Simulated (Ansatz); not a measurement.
GaGeH$_{7}$Si (`[SiH3][GeH2][GaH2]`): the same geometry under several functionals.

```yaml
crystal:
  periodic: [false, false, false]
  atoms:
    - {symbol: Si, position_ang: [-1.404444, 0.834167, -0.770443]}
    - {symbol: Ge, position_ang: [0.070087, -0.957793, -0.224600]}
    - {symbol: Ga, position_ang: [1.834712, -0.178917, 1.266651]}
    - {symbol: H, position_ang: [-2.487889, 0.387060, -1.685609]}
    - {symbol: H, position_ang: [-0.645233, 1.930797, -1.429822]}
    - {symbol: H, position_ang: [-2.021260, 1.375544, 0.470637]}
    - {symbol: H, position_ang: [0.636426, -1.514439, -1.546609]}
    - {symbol: H, position_ang: [-0.775118, -2.075909, 0.418788]}
    - {symbol: H, position_ang: [1.626040, -0.211023, 2.823941]}
    - {symbol: H, position_ang: [3.166690, 0.410511, 0.677055]}
basis:
  gaussian: {orbitals: def2-TZVPP}
hamiltonian: {xc: {name: B3LYP}, dispersion: d4}
output: {forces: true, orbitals: {seedname: orbitals}}
```

```sh
$ ansatz run in.yaml --threads 2 --pin off --events-out ev --progress --plain --max-ram 31744MiB --backend cpu
```

Output, abridged:

```
Functional definition: B3LYP
1496 factors; their error is unknown
mean field evaluation 1: about -116889.5777 eV, gradient 3.3e1 eV
mean field evaluation 2: about -116889.7475 eV, gradient 3.9e1 eV
mean field evaluation 4: about -116891.0720 eV, gradient 1.1e0 eV
mean field evaluation 8: about -116891.4374 eV, gradient 1.9e-1 eV
mean field evaluation 16: about -116891.4375 eV, gradient 6.3e-5 eV
mean field -116891.43746992 eV, -4295.6810951575 hartree, gradient 6.3e-5 eV, S^2 0.000000; 0 other end points of the search recorded, 0 dependent functions left out
reference -116891.43779069 eV, -4295.6811069455 hartree; 42, 42 occupied and 194, 194 virtual orbitals, 1496 factors
Total energy: -116891.79815537 eV, -4295.6943501032 hartree
Atom 0 at    -1.404444     0.834167    -0.770443 Å, force    -0.133061     0.144469    -0.052908 eV/Å
Atom 1 at     0.070087    -0.957793    -0.224600 Å, force    -0.007630    -0.082599    -0.027526 eV/Å
Atom 2 at     1.834712    -0.178917     1.266651 Å, force     0.081975     0.012992     0.064683 eV/Å
Atom 3 at    -2.487889     0.387060    -1.685609 Å, force     0.060596     0.035686     0.054361 eV/Å
Atom 4 at    -0.645233     1.930797    -1.429822 Å, force    -0.049081    -0.064582     0.040680 eV/Å
Atom 5 at    -2.021260     1.375544     0.470637 Å, force     0.036603    -0.029261    -0.078068 eV/Å
Atom 6 at     0.636426    -1.514439    -1.546609 Å, force     0.003706    -0.013828    -0.011098 eV/Å
Atom 7 at    -0.775118    -2.075909     0.418788 Å, force    -0.004985    -0.017439    -0.000403 eV/Å
Atom 8 at     1.626040    -0.211023     2.823941 Å, force     0.010213     0.009128    -0.001507 eV/Å
Atom 9 at     3.166690     0.410511     0.677055 Å, force     0.001663     0.005434     0.011785 eV/Å
Dipole moment:     0.032979    -0.014735     0.018903 e Å
```

Run time 7 s (2 threads of an AMD EPYC 7R13 on a shared host); peak host memory 0.82 GiB.

The same input with `hamiltonian: {xc: hse06, dispersion: d4}` and no forces (abridged; 5.5 s):

```
Functional definition: HSE06
mean field evaluation 16: about -116870.2082 eV, gradient 2.4e-5 eV
mean field -116870.20822677 eV, -4294.9009348614 hartree, gradient 2.4e-5 eV, S^2 0.000000
Total energy: -116870.38984215 eV, -4294.9076091037 hartree
```

The same input with `hamiltonian: {xc: {name: r2SCAN0}, dispersion: d4}` and no forces (abridged; 7.5 s):

```
Functional definition: r2SCAN0
mean field evaluation 16: about -116885.2908 eV, gradient 1.3e-5 eV
mean field -116885.29081564 eV, -4295.4552097789 hartree, gradient 1.3e-5 eV, S^2 0.000000
Total energy: -116885.35495415 eV, -4295.4575668260 hartree
```

With the line `hamiltonian: {xc: {name: r2SCANh}, dispersion: d4}` and no forces (abridged; 7.5 s):

```
Functional definition: r2SCANh
mean field evaluation 16: about -116886.0448 eV, gradient 1.3e-5 eV
mean field -116886.04484176 eV, -4295.4829197280 hartree, gradient 1.3e-5 eV, S^2 0.000000
Total energy: -116886.10216093 eV, -4295.4850261685 hartree
```

The same input with `hamiltonian: {xc: {name: PBE-QIDH}}` and no forces (abridged; 8 s):

```
Functional definition: PBE-QIDH
mean field evaluation 16: about -116843.5328 eV, gradient 1.9e-5 eV
mean field -116843.53275478 eV, -4293.9206293472 hartree, gradient 3.6e-6 eV, S^2 0.000000
23 core orbitals not correlated: weight in the atoms' cores, before any rotation towards them, 1.000 or more for the frozen orbitals, at most 0.000 for the correlated occupied ones
second order -19.41166877 eV of doubles, -0.00000000 eV of singles
Total energy: -116850.00332699 eV, -4294.1584184898 hartree
```

Changing it to `hamiltonian: {xc: {name: revPBE}, dispersion: d4}` and no forces (abridged; 2.7 s):

```
Functional definition: revPBE
mean field evaluation 16: about -116878.0904 eV, gradient 3.2e-5 eV
mean field -116878.09043844 eV, -4295.1906007974 hartree, gradient 3.2e-5 eV, S^2 0.000000
Total energy: -116878.62969362 eV, -4295.2104180599 hartree
```

B3LYP takes the VWN-RPA correlation (the form of Gaussian; ORCA's B3LYP/G).

HSE06 is the plane-wave form, built on full-range PBE exchange.
